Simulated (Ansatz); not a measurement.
A nudged elastic band was laid between two geometries of GeH₂OS (5 atoms, charge 0, multiplicity 1).

All numbers below come from Ansatz 0.2.0, RKS B3LYP/def2-SVP.

* movable images: 9
* climbing image: yes
* spring: 5.0 eV/Å²
* optimiser: quadratic models (default)
* start path: through a guess of the saddle point
* force threshold: 0.03 eV/Å
* iteration limit: 54
* end points: relaxed

First end point:

```xyz
5
Properties=species:S:1:pos:R:3
O -1.359 -1.011 0.404
Ge -0.915 0.630 -0.164
S 1.361 0.345 -0.207
H -0.643 -1.641 0.570
H 1.606 1.603 -0.645
```

Last end point:

```xyz
5
Properties=species:S:1:pos:R:3
O -2.213 -0.248 0.204
Ge -0.577 -0.325 0.129
S 0.695 1.369 -0.523
H 0.299 -1.547 0.488
H 1.846 0.678 -0.339
```

Question: Which bonds break or form, and what moves?

Answer: Bonds broken: O1–H4. Bonds formed: Ge2–H4.

Question: Give the energies along the band, and the barrier.

Answer: The forces met the threshold. The highest image is number 7 of 0 to 10, 83.0 kcal/mol above the first end and 43.4 kcal/mol above the last; the last end lies 39.7 kcal/mol above the first. The profile has 2 maxima (images 2, 7) with wells between them (image 4): this band takes more than one step, which may be the mechanism or a detour left from its start path. Neighbouring images differ by up to 1.6 eV, so the band resolves the path poorly. A vibrational analysis at the climbing image gives one clearly imaginary mode, 1309i cm⁻¹: a first-order saddle point. The orbitals stay closed-shell, which can raise the energy where a bond breaks towards radicals; this wasn't checked here.

```json
{"image": "0", "path coordinate (Å)": "0.00", "energy (kcal/mol)": "0.0", "O1–H4 (Å)": "0.97", "Ge2–H4 (Å)": "2.40"}
{"image": "1", "path coordinate (Å)": "0.43", "energy (kcal/mol)": "2.5", "O1–H4 (Å)": "0.97", "Ge2–H4 (Å)": "2.49"}
{"image": "2", "path coordinate (Å)": "0.87", "energy (kcal/mol)": "6.5", "O1–H4 (Å)": "0.97", "Ge2–H4 (Å)": "2.45"}
{"image": "3", "path coordinate (Å)": "1.30", "energy (kcal/mol)": "3.2", "O1–H4 (Å)": "0.96", "Ge2–H4 (Å)": "2.39"}
{"image": "4", "path coordinate (Å)": "1.74", "energy (kcal/mol)": "2.1", "O1–H4 (Å)": "0.97", "Ge2–H4 (Å)": "2.27"}
{"image": "5", "path coordinate (Å)": "2.17", "energy (kcal/mol)": "10.6", "O1–H4 (Å)": "0.98", "Ge2–H4 (Å)": "2.06"}
{"image": "6", "path coordinate (Å)": "2.61", "energy (kcal/mol)": "46.0", "O1–H4 (Å)": "1.19", "Ge2–H4 (Å)": "1.73"}
{"image": "7", "path coordinate (Å)": "3.04", "energy (kcal/mol)": "83.0", "O1–H4 (Å)": "1.71", "Ge2–H4 (Å)": "1.59"}
{"image": "8", "path coordinate (Å)": "3.54", "energy (kcal/mol)": "61.5", "O1–H4 (Å)": "2.26", "Ge2–H4 (Å)": "1.53"}
{"image": "9", "path coordinate (Å)": "4.03", "energy (kcal/mol)": "43.3", "O1–H4 (Å)": "2.69", "Ge2–H4 (Å)": "1.54"}
{"image": "10", "path coordinate (Å)": "4.53", "energy (kcal/mol)": "39.7", "O1–H4 (Å)": "2.84", "Ge2–H4 (Å)": "1.55"}
```

Question: What is the geometry of the highest image?

Answer: 
```xyz
5
Properties=species:S:1:pos:R:3
O -1.735 -0.893 -0.171
Ge -0.320 -0.107 0.364
S 0.948 1.039 -1.128
H -0.723 -1.460 1.088
H 1.880 1.347 -0.194
```

Run time: 5.6 min on 1 thread of Arm Neoverse V2, on a shared host, peak memory 0.14 GiB.
